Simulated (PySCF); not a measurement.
## Calibrating a computed proton affinity (−ΔH)

Energies: ωB97X-D3(BJ)/def2-TZVP (PySCF, density fitting, integration grid level 2) on PBE0-D3(BJ)/def2-SVP structures. Zero-point and thermal terms (298.15 K, 1 bar) come from unscaled PBE0-D3(BJ)/def2-SVP harmonic frequencies, with soft modes damped to free rotors in the entropy.

```csv
molecule,computed / kJ/mol,measured / kJ/mol
"nitrogen molecule, `N#N` (N2)",493,494
"sulfur trioxide, `O=S(=O)=O` (O3S)",598,?
"sulfur dioxide, `O=S=O` (O2S)",649,672
"hydrogen peroxide, `OO` (H2O2)",675,674
"water, `O` (H2O)",701,691
"hydrogen sulfide, `S` (H2S)",719,703
"hydrogen selenide, `[SeH2]` (H2Se)",724,708
`O=S(=O)(O)O` (H2O4S),724,699
"phosphorous nitride, `N#P` (NP)",813,789
```

Q: Fit a straight line to the complete rows and predict the measured value of sulfur trioxide, `O=S(=O)=O` (O3S).

A: measured = 64.0 + 0.8945·computed (8 points, rms 12 kJ/mol, correlation 0.988). At 598 this gives 599 kJ/mol; the measured value is 588 kJ/mol, so the fit is off by 11.

Measured values: NIST Chemistry WebBook, evaluated or the median of agreeing entries.

(sulfur trioxide) Hardware: 1 thread of Arm Neoverse V1, shared with other jobs. Command: `OMP_NUM_THREADS=1 python redox_run.py task.json out`. Structures, frequencies and single points: 51 s.
